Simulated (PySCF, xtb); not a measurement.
Si(All)(F)2(H) (C₃H₆F₂Si), SMILES F[SiH](CC=C)F. The values are those of a single conformer.

Harmonic wavenumbers (cm⁻¹) from GFN2-xTB (xtb) at its own minimum, in rising order: 37, 70, 128, 200, 251, 277, 406, 590, 626, 652, 751, 789, 848, 873, 891, 956, 1021, 1053, 1172, 1224, 1298, 1412, 1447, 1715, 2444, 2941, 2988, 3063, 3098, 3129.

Problem. What does B3LYP-D3(BJ)/def2-SVP run with PySCF give at its own minimum? (An estimate is asked for; the answer gives what the named calculation found.)

Solution. 52, 65, 140, 252, 297, 336, 410, 598, 710, 770, 835, 843, 899, 936, 942, 961, 1024, 1050, 1191, 1201, 1313, 1407, 1437, 1713, 2297, 3030, 3088, 3132, 3147, 3232. Paired by order, the mean absolute difference is 45 cm⁻¹ and the zero-point energies are 52.0 and 53.3 kcal/mol.
